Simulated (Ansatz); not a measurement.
Consider the formal hydrolysis of the Si–Cl bond: `Cl[SiH2]O[SiH](Cl)Cl` + H₂O → `O[SiH](Cl)O[SiH2]Cl` + HCl.

Computed with Ansatz on PBE0-D4/def2-TZVP structures; ΔE is electronic, products minus reactants. CCSD(T)/CBS adds triple-zeta CCSD(T) − MP2 to the extrapolated MP2 energy (def2 sets, frozen cores). This one scheme is used for every species. DFT in def2-TZVPP. Each species was taken in one conformer, which may not be the lowest.

```
               species  PBE0 energy (Eh)
`Cl[SiH2]O[SiH](Cl)Cl`       -2036.18942
                   H₂O         -76.38081
 `O[SiH](Cl)O[SiH2]Cl`       -1651.90936
                   HCl        -460.66547
```

Question: Work out ΔE.

Answer: ΔE = (-1651.90936) + (-460.66547) − (-2036.18942) − (-76.38081) = -0.00460 Eh = -0.13 eV. CCSD(T)/CBS gives -0.15 eV.

Largest T1 diagnostic among the species: 0.011.

In def2-TZVPP, CCSD(T) changes the Hartree–Fock value by +0.04 eV (the triples alone add +0.01 eV) and MP2 by +0.09 eV.
